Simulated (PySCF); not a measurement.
Isomers of C5H11NOSi3, one GFN2-xTB conformer each. Single-point energies are computed at PBE0/pcSseg-1 (PySCF, gas phase, no added dispersion term), electronic only.

Question: Rank them by PBE0/pcSseg-1 energy, lowest first (kcal/mol).
A. `[N:1]#[C:2][Si@@H:3]1[C@H:4]([CH:5]=[O:6])[CH2:7][Si@@H:8]1[CH2:9][SiH3:10]` with Si3–C4–C5–O6 -85°, C7–Si8–C9–Si10 -155°, C2–Si3–C4–C5 -18°, Si3–C4–C7–Si8 19°, C4–C7–Si8–C9 97°, C2–Si3–Si8–C7 118°
B. `[N:1]#[C:2][Si@@H:3]1[C@@H:4]([CH:5]=[O:6])[CH2:7][Si@H:8]1[CH2:9][SiH3:10]` with Si3–C4–C5–O6 81°, C7–Si8–C9–Si10 158°, C2–Si3–C4–C5 143°, Si3–C4–C7–Si8 -17°, C4–C7–Si8–C9 -99°, C2–Si3–Si8–C7 87°
C. `[CH:1]#[C:2][SiH2:3][O:4][Si@@H:5]([CH2:6][C:7]#[N:8])[SiH2:9][CH3:10]` with C2–Si3–O4–Si5 -42°, Si3–O4–Si5–C6 175°, O4–Si5–C6–C7 177°, O4–Si5–Si9–C10 170°

Answer: C (0.0), B (18.6), A (19.8).

As drawn, the lowest has a C≡C bond and an Si–O bond, which the highest lacks; the highest has a four-membered ring and a C=O bond, which the lowest lacks. Neighbours under 2.5 kcal/mol apart (N#C[Si@@H]1[C@@H](C=O)C[Si@H]1C[SiH3] and N#C[Si@@H]1[C@H](C=O)C[Si@@H]1C[SiH3]) can change places with a better method, another conformer or zero-point energy. N#C[Si@@H]1[C@@H](C=O)C[Si@H]1C[SiH3] and N#C[Si@@H]1[C@H](C=O)C[Si@@H]1C[SiH3] are stereoisomers, 1.2 kcal/mol apart in the conformers taken. GFN2-xTB itself gives, in the same order: 0.0, 58.8, 59.3. Both levels put the same isomer lowest; measured from each level's own lowest isomer, the values differ by up to 40.2 kcal/mol (N#C[Si@@H]1[C@@H](C=O)C[Si@H]1C[SiH3]: 58.8 against 18.6).

Q: Which frontier levels, dipoles and rotational constants go with these structures?

A: 
```tsv
SMILES	HOMO (eV, PBE0/pcSseg-1)	LUMO (eV)	dipole (D)	A, B, C (MHz)
C#C[SiH2]O[Si@@H](CC#N)[SiH2]C	-8.06	-0.90	3.82	1233, 426.2, 368.1
N#C[Si@@H]1[C@@H](C=O)C[Si@H]1C[SiH3]	-7.63	-1.39	2.58	1056, 576.6, 456.3
N#C[Si@@H]1[C@H](C=O)C[Si@@H]1C[SiH3]	-7.52	-1.31	4.96	983.9, 693.9, 559.5
```
